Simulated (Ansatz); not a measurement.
The same group exchange along the group O, S, Te.

Computed with Ansatz on PBE0-D4/def2-TZVP structures; ΔE is electronic, products minus reactants. CCSD(T)/CBS adds triple-zeta CCSD(T) − MP2 to the extrapolated MP2 energy (def2 sets, frozen cores). This one scheme is used for every species. Functionals use def2-TZVPP. Elements past krypton have def2 core potentials. For Te outer-core shells are correlated without core-valence functions, which leaves a few kJ/mol of doubt a bond. One conformer a species, not always the lowest.

```json
{"reaction": "`[CH3][AlH][OH]` + `B1N[SiH2]1` → `OB1N[SiH2]1` + `[CH3][AlH2]`", "LDA (SPW92) (kcal/mol)": "8.4", "B97M-V (kcal/mol)": "7.9", "ωB97M-V (kcal/mol)": "11.1"}
{"reaction": "`[CH3][AlH][SH]` + `B1N[SiH2]1` → `SB1N[SiH2]1` + `[CH3][AlH2]`", "LDA (SPW92) (kcal/mol)": "12.9", "B97M-V (kcal/mol)": "11.5", "ωB97M-V (kcal/mol)": "14.9"}
{"reaction": "`[CH3][AlH][TeH]` + `B1N[SiH2]1` → `[TeH]B1N[SiH2]1` + `[CH3][AlH2]`", "LDA (SPW92) (kcal/mol)": "17.5", "B97M-V (kcal/mol)": "14.3", "ωB97M-V (kcal/mol)": "18.4"}
```

Give the CCSD(T)/CBS values in the same order. (Best estimate.)

The calculation gave: 12.4, 15.4, 18.0 kcal/mol.

Largest T1 diagnostic: 0.014, for `B1N[SiH2]1`.
